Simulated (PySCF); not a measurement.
SMILES C=C[SiH2]O[SiH3] (GFN2-xTB optimised geometry):

```
13

C      1.825    -1.878     0.000
C      1.071    -0.790     0.000
Si    -0.813    -0.790     0.000
O     -1.326     0.748     0.000
Si    -1.468     2.358    -0.008
H      1.391    -2.865    -0.001
H      2.905    -1.842     0.000
H      1.565     0.176     0.000
H     -1.360    -1.392    -1.218
H     -1.361    -1.391     1.218
H     -0.812     2.865     1.197
H     -2.905     2.618    -0.009
H     -0.812     2.854    -1.217
```

Level of theory: B3LYP/def2-TZVP (PySCF).

Q: What are the frontier orbital energies and the dipole moment?

A: HOMO-2 -8.41 eV, HOMO-1 -8.17 eV, HOMO -7.71 eV, LUMO -0.76 eV, LUMO+1 -0.17 eV; dipole moment 0.77 D.

On the same geometry PBE/def2-TZVP (PySCF 2.14.0) gives HOMO-2 -7.25 eV, HOMO-1 -6.99 eV, HOMO -6.76 eV, LUMO -1.55 eV, LUMO+1 -0.82 eV; dipole moment 0.79 D.

Meta-Löwdin charges at B3LYP/def2-TZVP: C1 -0.22, C2 -0.37, Si3 0.92, O4 -0.85, Si5 0.80, H6 0.11, H7 0.12, H8 0.12, H9 -0.13, H10 -0.13, H11 -0.13, H12 -0.12, H13 -0.13.
